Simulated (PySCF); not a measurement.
# Kr (krypton, neutral): UHF calculation

Configuration: [Kr], closed-shell 1S. Computed with PySCF 2.14 in pcseg-2 (6s5p3d1f, 43 functions), with the non-relativistic Hamiltonian (point nucleus).

```
Total energy                                     : -2752.024150 hartree
One-electron energy                              : -3831.6223 hartree
Hartree (Coulomb) energy                         : 1173.4834 hartree
Exchange energy                                  : -93.8853 hartree
Kinetic energy                                   : 2755.26370 hartree
⟨S²⟩                                             : 0.0000
⟨L²⟩                                             : 0.000
Sum of ⟨r⟩                                       : 26.24 bohr
Sum of ⟨r²⟩                                      : 39.56 bohr²
Density at the nucleus (Gaussians lack the cusp) : 31900 bohr⁻³
Langevin diamagnetic susceptibility              : -31.3 ×10⁻⁶ cm³/mol
Time after the integrals                         : 0.11 s of wall time on 1 thread of Neoverse-V1 (shared host)
```

```json
{"shell": "1s", "electrons": "2", "mean orbital energy (eV)": "-14151.3", "rms radius, mean of both spins (bohr)": "0.0491"}
{"shell": "2s", "electrons": "2", "mean orbital energy (eV)": "-1899.9", "rms radius, mean of both spins (bohr)": "0.203"}
{"shell": "2p", "electrons": "6", "mean orbital energy (eV)": "-1712.4", "rms radius, mean of both spins (bohr)": "0.179"}
{"shell": "3s", "electrons": "2", "mean orbital energy (eV)": "-294.75", "rms radius, mean of both spins (bohr)": "0.576"}
{"shell": "3p", "electrons": "6", "mean orbital energy (eV)": "-226.28", "rms radius, mean of both spins (bohr)": "0.587"}
{"shell": "3d", "electrons": "10", "mean orbital energy (eV)": "-103.69", "rms radius, mean of both spins (bohr)": "0.610"}
{"shell": "4s", "electrons": "2", "mean orbital energy (eV)": "-31.354", "rms radius, mean of both spins (bohr)": "1.74"}
{"shell": "4p", "electrons": "6", "mean orbital energy (eV)": "-14.255", "rms radius, mean of both spins (bohr)": "2.11"}
```
